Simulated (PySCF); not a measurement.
**Zn: ionisation energy**

Zn [Ar] 3d10 4s2 (1S) → Zn⁺ [Ar] 3d10 4s1 (2S), as a difference of total energies. All numbers are calculated (PySCF 2.14, scalar relativity through the core potential, in aug-cc-pV5Z-PP with ECP10MDF). Correlated levels: valence: 3s2 3p6 frozen. The calculations carry no spin-orbit coupling.

```json
{"method": "UHF", "ionisation energy (eV)": "7.783", "error (eV)": "-1.611"}
{"method": "r2SCAN0", "ionisation energy (eV)": "9.202", "error (eV)": "-0.192"}
{"method": "B2PLYP", "ionisation energy (eV)": "9.406", "error (eV)": "+0.012"}
{"method": "MP2 (valence)", "ionisation energy (eV)": "9.242", "error (eV)": "-0.152"}
{"method": "SCS-MP2 (valence)", "ionisation energy (eV)": "9.259", "error (eV)": "-0.135"}
```

Reference: 9.394 eV (measured; NIST Atomic Spectra Database, ionization energies).
